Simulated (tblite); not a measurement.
CH3O, doublet, geometry from GFN2-xTB; tblite with GFN1-xTB.

Input for tblite:
```
$ tblite run mol.xyz --method gfn1 --charge 0 --spin 1 --json tblite.json --no-restart

# file mol.xyz
5

C      0.68555475     0.02506030    -0.03326015
O     -0.67125356    -0.12186477    -0.00544343
H     -1.09819889     0.73923507    -0.05875489
H      1.12820553     0.97457786     0.20251259
H      1.22669342    -0.88925661     0.09935069
```

It wrote (shortened):

```
xTB calculator
 | screened Coulomb repulsion
 | Coulomb electrostatics
 |  * isotropic Klopman-Ohno-Mataga-Nishimoto electrostatics
 |  * onsite third-order electrostatics
 | DFT-D3(BJ) dispersion correction

halogen bonding energy    0.0000000000000E+00 Eh
repulsion energy          6.7798098339836E-02 Eh
dispersion energy        -5.7658067631017E-04 Eh
number of electrons       1.3000000000000E+01 e
integral cutoff           1.9731147476801E+01 bohr

------------------------------------------------------------
  cycle        total energy    energy error   density error
------------------------------------------------------------
      1     -8.276784287614  -8.3440058E+00   5.7741617E-01
      2     -8.334802848343  -5.8018561E-02   3.1061070E-01
      3     -8.336800418592  -1.9975702E-03   9.3014489E-02
      4     -8.337350690616  -5.5027202E-04   1.2454915E-02
      5     -8.337417476512  -6.6785896E-05   9.3433391E-03
      6     -8.337474108070  -5.6631559E-05   2.5358103E-03
      7     -8.337480364905  -6.2568346E-06   8.5628158E-05
      8     -8.337480370851  -5.9455125E-09   1.7884911E-05
------------------------------------------------------------

electronic energy        -8.4047018885141E+00 Eh
total energy             -8.3374803708506E+00 Eh

Post processing:
 | Mayer-Wiberg bond orders

[Info] JSON dump of results written to 'tblite.json'
```
